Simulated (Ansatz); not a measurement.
`FC(F)[SiH3]` and `OCC(F)[SiH3]` differ in one atom or group.

Ansatz, PBE0-D4/def2-TZVP geometries, multiplicity 1. Each molecule was computed in one conformer, which needn't be the lowest.

| property | `FC(F)[SiH3]` |
| --- | --- |
| HOMO–LUMO gap (B3LYP/def2-TZVPP) / eV | 8.59 |
| HOMO–LUMO gap (PBE0/def2-TZVPP) / eV | 9.04 |
| HOMO energy (ωB97M-V/def2-TZVPP) / eV | -11.06 |
| size of the dipole moment (B3LYP/def2-TZVPP) / D | 1.90 |
| size of the dipole moment (ωB97M-V/def2-TZVPP) / D | 1.90 |
| HOMO–LUMO gap (ωB97M-V/def2-TZVPP) / eV | 12.95 |

**Question.** Give the same properties after the change, and the shifts. (An estimate is asked.)

**Answer.** The calculation gave: 
```tsv
property	`OCC(F)[SiH3]`	shift
HOMO–LUMO gap (B3LYP/def2-TZVPP) / eV	8.29	-0.30
HOMO–LUMO gap (PBE0/def2-TZVPP) / eV	8.78	-0.26
HOMO energy (ωB97M-V/def2-TZVPP) / eV	-10.56	0.50
size of the dipole moment (B3LYP/def2-TZVPP) / D	1.15	-0.75
size of the dipole moment (ωB97M-V/def2-TZVPP) / D	1.15	-0.75
HOMO–LUMO gap (ωB97M-V/def2-TZVPP) / eV	12.72	-0.23
```

With PBE0 the HOMO rises by 0.56 eV and the LUMO rises by 0.30 eV, so the gap narrows by about 0.26 eV. PBE moves the HOMO by 0.59 eV and ωB97M-V by 0.50 eV. Dipoles are sizes alone; their direction can turn.

B3LYP here is the variant with VWN-RPA as its local correlation; programs differ in this.
